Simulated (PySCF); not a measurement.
Cd(I)(Me), SMILES [CH3][Cd][I], PBE0/def2-SVP optimised geometry. Atoms within 1.6 Å of the plane z = 0.0 Å (x, y, z in Å): Cd1 (0.06, -0.14, 0.00), I2 (-2.55, -0.14, -0.01), C3 (2.17, -0.14, 0.00), H4 (2.55, -0.42, 0.99), H5 (2.55, 0.86, -0.25), H6 (2.54, -0.86, -0.74).

Computed with PySCF with PBE0/def2-TZVP, def2 effective core potentials past Kr. The core electrons that the potentials of Cd, I replace are not part of the density. Cells within 0.4 Å of a nucleus heavier than hydrogen are left out (blank, or x).

Map of the electron localisation function on the plane z = 0.0 Å:

```
|0000000000000000000000000000000|
|0000000000000000000000000000000|
|0000000000000000000000000000000|
|0000000000000000000000000000000|
|0000000000000000000000000000000|
|0000000000000000000000000000000|
|0000000000000000000000000000000|
|0000000000000000000000000000000|
|0000011221000000000000121000000|
|0000234543210000000003787400000|
|0002466766421001110016999840000|
|0014678877642111111138999961000|
|0135788777752112212359999951000|
|0146774234762134422568999741000|
|0146743662561377742675787520000|
|0246627xx536147xx6276xx45310000|
|0246627xx436148xx6277xx45310000|
|0146742552561267742675675310000|
|0136775335752134322455665310000|
|0025788877752112212223554200000|
|0013677877531111111111232100000|
|0002456665421001110000010000000|
|0000134443210000000000000000000|
|0000011111000000000000000000000|
|0000000000000000000000000000000|
|0000000000000000000000000000000|
|0000000000000000000000000000000|
|0000000000000000000000000000000|
|0000000000000000000000000000000|
|0000000000000000000000000000000|
|0000000000000000000000000000000|
```
Scale: ten equal steps from 0.000 (start of '0') to 0.997 (end of '9'), in the order '0123456789'; x runs from -5.00 to 5.00, y from -5.00 (bottom) to 5.00 (top).
